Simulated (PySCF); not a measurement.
SMILES C[O][Ge]([CH3])([CH3])[O]C (C4H12GeO2) (GFN2-xTB optimised geometry):

```
19

C     -1.014     1.953    -0.934
O     -1.359     0.959     0.000
Ge    -0.789    -0.743     0.000
C     -1.702    -1.847    -1.377
C      1.217    -0.743     0.000
O     -1.452    -1.362     1.510
C     -1.434    -0.707     2.762
H     -1.416     2.896    -0.559
H      0.069     2.050    -1.045
H     -1.450     1.748    -1.915
H     -1.270    -1.680    -2.359
H     -1.603    -2.896    -1.122
H     -2.756    -1.592    -1.404
H      1.589    -0.010     0.712
H      1.582    -1.724     0.284
H      1.603    -0.501    -0.985
H     -2.168    -1.209     3.395
H     -1.703     0.345     2.664
H     -0.449    -0.782     3.230
```

Calculation: B3LYP/def2-SVP (PySCF).

What are the frontier orbital energies and the dipole moment?

HOMO-2 -7.72 eV, HOMO-1 -7.13 eV, HOMO -6.94 eV, LUMO 0.86 eV, LUMO+1 1.65 eV; dipole moment 1.93 D.

On the same geometry PBE/def2-SVP run with PySCF gives HOMO-2 -6.41 eV, HOMO-1 -5.76 eV, HOMO -5.68 eV, LUMO 0.30 eV, LUMO+1 0.97 eV; dipole moment 1.81 D.

Meta-Löwdin charges at B3LYP/def2-SVP: C1 -0.06, O2 -0.60, Ge3 1.11, C4 -0.50, C5 -0.51, O6 -0.59, C7 -0.06, H8 0.10, H9 0.08, H10 0.08, H11 0.11, H12 0.12, H13 0.12, H14 0.11, H15 0.11, H16 0.11, H17 0.10, H18 0.09, H19 0.08.
